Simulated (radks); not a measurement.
Spin polarisation of the 5d9 shell in neutral platinum. Start: [Xe] 4f14 5d(up 4.5, down 4.5) 6s(up 0.5, down 0.5); electrons of 5d are moved from spin down to spin up, other shells keep equal spins. Calculated with a radial shooting solver on a logarithmic mesh with Libxc functionals: non-relativistic Kohn-Sham, PBE, spin-polarised, spherical densities, point nucleus.

moment (Bohr magnetons)	E - E(0) (eV)	e(5d up) (eV)	e(5d down) (eV)	6s down minus up (eV)	5p down minus up (eV)	5s down minus up (eV)
0	0.000	-7.223	-7.223	0.000	0.000	0.000
0.25	-0.009	-7.295	-7.149	0.052	0.145	0.134
0.5	-0.037	-7.366	-7.074	0.104	0.291	0.269
0.75	-0.082	-7.435	-6.997	0.156	0.436	0.403
1	-0.146	-7.503	-6.918	0.209	0.582	0.537

At moment 1 the spin-polarisation energy is -0.146 eV and the 5d exchange splitting 0.585 eV, that is 0.585 eV per Bohr magneton; E = -I m^2/4 would give I = 0.585 eV.
